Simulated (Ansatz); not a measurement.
Two members of one family (Series LaX3), computed with Ansatz in the gas phase; def2 core potentials for La, no spin–orbit coupling. The two geometries come from different levels. Names give formal oxidation states. A dash marks a value that wasn't run or was left out as unsound. The structures are stationary points that may keep the symmetry of their start. Remarks come from the PBE and PBE0 runs and from stability tests at other levels; not every state was tested. HOMO above LUMO (over both spins in singlets and doublets, within one spin in higher multiplets; at PBE or PBE0), or a gap under 0.15 eV within one spin, warns that the state may not be the lowest or that an electron is smeared out.

First: LaCl3 (singlet, charge 0, PBE-D4/def2-SVP geometry).

```
atom   x (Å)   y (Å)   z (Å)
 La1  -0.053  -0.390   0.180
 Cl2   2.496  -0.352  -0.362
 Cl3  -0.812   1.230   2.077
 Cl4  -1.631  -0.487  -1.894
```

```csv
level,HOMO (eV),LUMO (eV),gap (eV),vertical IE (eV),vertical triplet (eV)
PBE-D4/def2-SVP,-7.36,-3.41,3.94,–,–
PBE-D4/def2-TZVP,-7.51,-3.45,4.06,10.11,4.33
r2SCAN-D4/def2-TZVP,-7.86,-3.08,4.79,10.38,4.53
PBE0-D4/def2-SVP,-8.76,-2.79,5.97,–,–
ωB97M-V/def2-TZVP,-11.11,-1.55,9.56,–,–
```

Metal–donor distances: 3 × Cl 2.61 Å. Remarks: gap within one spin near zero at PBE or PBE0 (+1 doublet), gap within one spin near zero at PBE or PBE0 (triplet).

Second: La(NH2)3 (singlet, charge 0, r2SCAN-D4/def2-SVP geometry).

| atom | x (Å) | y (Å) | z (Å) |
| --- | --- | --- | --- |
| La1 | -0.3089 | -0.2291 | 0.1823 |
| N2 | -1.0391 | 1.8935 | 0.7540 |
| H3 | -1.6312 | 2.5180 | 0.1993 |
| H4 | -0.7681 | 2.4460 | 1.5725 |
| N5 | 1.5165 | -1.0769 | 1.3287 |
| H6 | 2.1241 | -1.8504 | 1.0451 |
| H7 | 1.9449 | -0.7057 | 2.1819 |
| N8 | -0.5864 | -0.8962 | -2.0184 |
| H9 | -1.1480 | -0.4404 | -2.7431 |
| H10 | -0.1037 | -1.6587 | -2.5022 |

**Question.** Estimate the same table for the second.

**Answer.** 
| level | HOMO (eV) | LUMO (eV) | gap (eV) | vertical IE (eV) | vertical triplet (eV) |
| --- | --- | --- | --- | --- | --- |
| PBE-D4/def2-SVP | -4.49 | -1.73 | 2.76 | – | – |
| PBE-D4/def2-TZVP | -4.73 | -1.81 | 2.92 | 7.27 | 2.94 |
| r2SCAN-D4/def2-TZVP | -4.95 | -1.37 | 3.59 | 7.36 | 3.09 |
| PBE0-D4/def2-SVP | -5.77 | -1.12 | 4.65 | – | – |
| ωB97M-V/def2-TZVP | -8.33 | -0.18 | 8.15 | – | – |

Metal–donor distances: 3 × N 2.32 Å.
